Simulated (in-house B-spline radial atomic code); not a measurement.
Whole-atom quantities along the 52-electron series, configuration [Kr] 4d10 4f4 5s2. Computed with a radial B-spline atomic code at the basis-set limit: non-relativistic Hartree-Fock, average of the configuration, point nuclei.

This level leaves out relativity, spin-orbit splitting included, which matters for heavy ions.

| ion | Z | E/Z² (Eh) | Σ<r²> (bohr²) | n(0)/Z³ (bohr⁻³) | Lamb diamagnetic shielding (ppm) | repulsion over attraction |
| --- | --- | --- | --- | --- | --- | --- |
| Sm10+ | 62 | -2.6036 | 16.211 | 0.71109 | 6707.2 | 0.1456 |
| Eu11+ | 63 | -2.6177 | 15.065 | 0.71163 | 6840.67 | 0.14413 |
| Gd12+ | 64 | -2.6316 | 14.059 | 0.71216 | 6974.01 | 0.14266 |
| Tb13+ | 65 | -2.6451 | 13.166 | 0.71268 | 7107.24 | 0.14119 |
| Dy14+ | 66 | -2.6583 | 12.367 | 0.71318 | 7240.39 | 0.13973 |
| Ho15+ | 67 | -2.6713 | 11.647 | 0.71368 | 7373.46 | 0.13829 |

**Question.** With what power of Z does the column «Σ<r²> (bohr²)» change over this range?

**Answer.** A fit of the logarithm of its size against log Z from Z = 62 to 67 has slope -4.26. Unscreened non-relativistic hydrogenic orbitals would give -2.
